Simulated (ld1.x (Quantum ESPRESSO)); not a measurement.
What one change does to a pseudopotential (silver, TM)

* Element: silver (Ag)
* Generator: ld1.x (Quantum ESPRESSO) 7.5
* Type: norm-conserving Troullier–Martins (Kleinman–Bylander form)
* Functional: PBE
* Relativity: non-relativistic
* Frozen core: [Kr]
* Valence charge: 11
* Reference configuration: 4d10 5s1 5p0
* Partial waves: 5p (bound, empty): rc 3.40 bohr; 4d (bound): rc 1.25 bohr; 5s (bound): rc 1.90 bohr
* Local potential: the s channel
* Core correction: a·sin(br)/r model core, default radius (core density twice the valence density)

Change: wave 5s (bound): rc 1.90 bohr becomes 5s (bound): rc 1.94 bohr.

Cutoffs: the cutoffs (Ry, on a coarse ladder) from which the occupation-weighted sum of valence levels, in a spherical-Bessel basis at the reference potential, stays within 10 and 1 mRy of its value at 400 Ry; they do not see the model core or the augmentation charge, which bear on the density cutoff. Errors are all-electron minus pseudo energies relative to the spin-unpolarised reference configuration.

Question: How do hardness, ghosts and transferability respond?

Answer: The potential gets neither clearly harder nor softer (80 Ry and 100 Ry → 80 Ry and 100 Ry); the d channel sets the loose cutoff, while the largest relative change is in s, which becomes softer; of the 7 tests that both files solve, the error grows in 1 and shrinks in 0 by more than 15 % and 0.3 meV (median size 155.4 → 161.6 meV); neither file shows a bound ghost.

```csv
quantity,base,changed
"cutoff, loose",80 Ry,80 Ry
"cutoff, tight",100 Ry,100 Ry
loose cutoff by channel (10 mRy a level),"d 60 Ry, s 15 Ry","d 60 Ry, s 12 Ry"
bound ghosts,none,none
"error for 4d10 5s0 5p0, meV [ΔE 7.18 eV]",-7.2,-8.0
"error for 4d9 5s0 5p0, meV [ΔE 29.61 eV]",-161,-163
"error for 4d8 5s0 5p0, meV [ΔE 66.27 eV]",-847,-855
"error for 4d7 5s0 5p0, meV [ΔE 118.58 eV]",-2268,-2285
"error for 4d10 5s0 5p1, meV [ΔE 3.39 eV]",-0.6,-1.0
"error for 4d9 5s2 5p0, meV [ΔE 5.11 eV]",-144,-155
"error for 4d9 5s1 5p1, meV [ΔE 9.12 eV]",-155,-162
s: phases at 3.69 bohr within 0.05 rad from the reference energy up to (Ry; the scan ends near 5),1.1,1.2
p: phases at 3.69 bohr within 0.05 rad from the reference energy up to (Ry; the scan ends near 5),2.1,2.0
d: phases at 3.69 bohr within 0.05 rad from the reference energy up to (Ry; the scan ends near 5),0.5,0.5
```
